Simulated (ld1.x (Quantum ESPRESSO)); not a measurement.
## Sb (Z = 51), TM: configuration errors across variants

ld1.x (Quantum ESPRESSO) 7.5 input, shortened:

```
&input
   title='Sb', zed=51., rel=1, dft='PZ', iswitch=3,
   config='[Kr] 4d10 5s2 5p3'
 /
 &inputp
   pseudotype=2, tm=.true., lloc=0,
   nlcc=.true., rcore=1.15
 /
2
5P  2  1   3.00   0.00  1.65  1.65  0.0
5S  1  0   2.00   0.00  2.05  2.05  0.0
 &test
   configts(1)='5s2 5p3'
 /
```

All-electron excitation energies from the reference (eV): (1) 5s2 5p2 8.521; (2) 5s2 5p1 24.774; (3) 5s2 5p0 49.559; (4) 5s1 5p4 8.209; (5) 5s0 5p5 16.646; (6) 5s2 5p2.5 3.355; (7) 5s1 5p3 17.339; (8) 5s2 5p3 spin -1.092; (9) 5s2 5p2 spin 7.930.

Spin tests fill each open shell by Hund’s rule, majority spin first.

A true bound ghost makes a file unfit for plane-wave use even where its test errors are small: the radial tests pick states by their node count and pass the ghost by.

Errors AE − PS in meV (a dash: test not solved or not reliable):

```tsv
change	(1)	(2)	(3)	(4)	(5)	(6)	(7)	(8)	(9)	bound ghosts
base	-6.0	-41	-156	-7.8	-29	-1.3	-22	-8.5	-13	p
core correction a·sin(br)/r model core inside 0.66 bohr	-6.0	-41	-157	-7.8	-29	-1.3	-22	-9.1	-13	p
core correction a·sin(br)/r model core inside 0.88 bohr	-6.0	-41	-157	-7.8	-29	-1.3	-22	-9.1	-13	p
core correction a·sin(br)/r model core inside 1.06 bohr	-6.0	-41	-157	-7.8	-29	-1.3	-22	-8.8	-13	p
core correction a·sin(br)/r model core inside 1.24 bohr	-6.0	-41	-156	-7.7	-28	-1.3	-22	-8.1	-13	p
core correction a·sin(br)/r model core inside 1.44 bohr	-6.0	-41	-155	-7.3	-27	-1.3	-22	-6.3	-11	p
core correction a·sin(br)/r model core inside 1.62 bohr	-5.9	-40	-153	-5.9	-21	-1.3	-20	-2.0	-8.3	p
core correction a·sin(br)/r model core inside 1.74 bohr	-5.9	-39	-150	-4.5	-15	-1.3	-18	+2.6	-5.2	p
core correction a·sin(br)/r model core inside 1.94 bohr	-5.6	-37	-138	-0.7	+1.2	-1.3	-13	+19	+6.2	p
```

Problem. Give the same row for: core correction none.

Solution. +3.5, +29, +117, +21, +97, +0.4, +25, +185, +127; bound ghosts: p.
